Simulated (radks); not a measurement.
Q: All-electron atom: the ytterbium ion Yb62+ in [He] 2s2 2p4. All-electron calculation, Dirac Kohn-Sham, BLYP, spin-unpolarised, spherical densities, finite nucleus; open shells are shared between the two j in proportion to 2j + 1; Fermi nuclear charge, rms radius 5.3108 fm. Program: a radial shooting solver on a logarithmic mesh with Libxc functionals. Some entries of the table are withheld. Estimate them.

orbital,occ.,eigenvalue (eV),r(max) (bohr),<r> (bohr)
1s1/2,2,-67161.41,0.01236,(1)
2s1/2,2,(2),0.06967,0.08054
2p1/2,1.33333,-15416.14,(3),0.06658
2p3/2,2.66667,-14295.64,(4),0.07360
3s1/2,0,-6653.595,0.1840,0.1932
3p1/2,0,(5),(6),(7)
3p3/2,0,(8),(9),(10)

A: 
(1) 1s1/2 <r> (bohr): 0.01963
(2) 2s1/2 eigenvalue (eV): -15748.43
(3) 2p1/2 r(max) (bohr): 0.05189
(4) 2p3/2 r(max) (bohr): 0.05806
(5) 3p1/2 eigenvalue (eV): -6534.272
(6) 3p1/2 r(max) (bohr): 0.1701
(7) 3p1/2 <r> (bohr): 0.1803
(8) 3p3/2 eigenvalue (eV): -6227.632
(9) 3p3/2 r(max) (bohr): 0.1809
(10) 3p3/2 <r> (bohr): 0.1910
